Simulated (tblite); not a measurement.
CdCl₂, singlet, geometry from GFN2-xTB (such geometries of metal compounds can be far from the true shape); tblite 0.6.0 with GFN1-xTB with ALPB(water).

tblite was given this input:
```
$ tblite run mol.xyz --method gfn1 --charge 0 --spin 0 --alpb water --json tblite.json --no-restart

# file mol.xyz
3

Cd    -0.39671305     0.18389913    -0.31449633
Cl     1.79622522     0.09929264    -0.90545355
Cl    -0.67609427    -0.61853724     1.79344318
```

What does tblite print? Leave out banner, timings and long lists.


```
xTB calculator
 | screened Coulomb repulsion
 | Coulomb electrostatics
 |  * isotropic Klopman-Ohno-Mataga-Nishimoto electrostatics
 |  * onsite third-order electrostatics
 | DFT-D3(BJ) dispersion correction
 | Interactions (3)
 | [1] alpb/gbsa reaction field model
 | [2] cds contribution to solvation
 | [3] empirical free energy shift and standard state/solvent correction

halogen bonding energy    0.0000000000000E+00 Eh
repulsion energy          8.8755561133015E-03 Eh
dispersion energy        -1.0780363633225E-03 Eh
interaction energy       -2.3498148455809E-03 Eh
number of electrons       1.6000000000000E+01 e
integral cutoff           4.0000000000000E+01 bohr

------------------------------------------------------------
  cycle        total energy    energy error   density error
------------------------------------------------------------
      1     -9.381364553699  -9.3868123E+00   5.3481141E-01
      2     -9.399507135633  -1.8142582E-02   2.7117215E-01
      3     -9.402276354030  -2.7692184E-03   8.2434399E-02
      4     -9.399053615792   3.2227382E-03   1.1505234E-01
      5     -9.405529570706  -6.4759549E-03   8.7466566E-03
      6     -9.405556175562  -2.6604856E-05   4.4750829E-03
      7     -9.405564049031  -7.8734692E-06   1.0152225E-03
      8     -9.405564450069  -4.0103744E-07   7.2157946E-06
------------------------------------------------------------

electronic energy        -9.4110121549730E+00 Eh
total energy             -9.4055644500686E+00 Eh

Post processing:
 | Mayer-Wiberg bond orders

[Info] JSON dump of results written to 'tblite.json'
```
